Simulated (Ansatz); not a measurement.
Ideal-gas functions of C$_{2}$H$_{3}$AlO$_{2}$ (`C=[C]1[O][Al]1[OH]`) at 600 K and 1 bar, from an Ansatz frequency run at PBE0-D4/def2-TZVP.

Molar mass 86.03 g/mol, point group Cs (symmetry number 1), electronic degeneracy 1, moments of inertia 26.573, 220.24, 246.813 u Å². Harmonic wavenumbers (cm⁻¹, unscaled): 154, 169, 236, 334, 338, 512, 584, 693, 706, 834, 849, 1000, 1091, 1392, 1727, 3150, 3254, 3983.

Use S(trans) = R[1.5 ln M + 2.5 ln T − 1.1517]; rotational temperatures θ = 24.2544 K / I; S(rot) = R[ln(√π/σ · √(T³/θAθBθC)) + 1.5]; for each mode x = 1.438777 ν̃/T, S = R[x/(eˣ − 1) − ln(1 − e⁻ˣ)] and H = RT x/(eˣ − 1); 1 cm⁻¹ = 0.0119627 kJ/mol; R = 8.31446 J/(mol·K).

Problem. By hand: the entropy, in J/(mol·K).

Solution. Translation 178.9. Rotation: θ = 0.9127, 0.1101, 0.0983 K, giving 116.2. Vibration, mode by mode: 16.64, 15.88, 13.16, 10.38, 10.29, 7.11, 6.16, 4.99, 4.86, 3.81, 3.71, 2.79, 2.35, 1.32, 0.69, 0.04, 0.03, 0.01, in all 104.2. Electronic 0.0. Sum 399.3 J/(mol·K).

Problem. By hand: H − E and G − E in kJ/mol, counted from the electronic energy.

Solution. Zero-point energy ½ × 21006 × 0.0119627 = 125.6; thermal vibration 33.3; translation, rotation and pV give 4 RT = 20.0. H − E = 178.9 kJ/mol, and G − E = 178.9 − 600 × 399.3/1000 = -60.7 kJ/mol.

Vibration gives 26 % of the entropy. The sum counts one conformer and one mirror image; others add a mixing term.
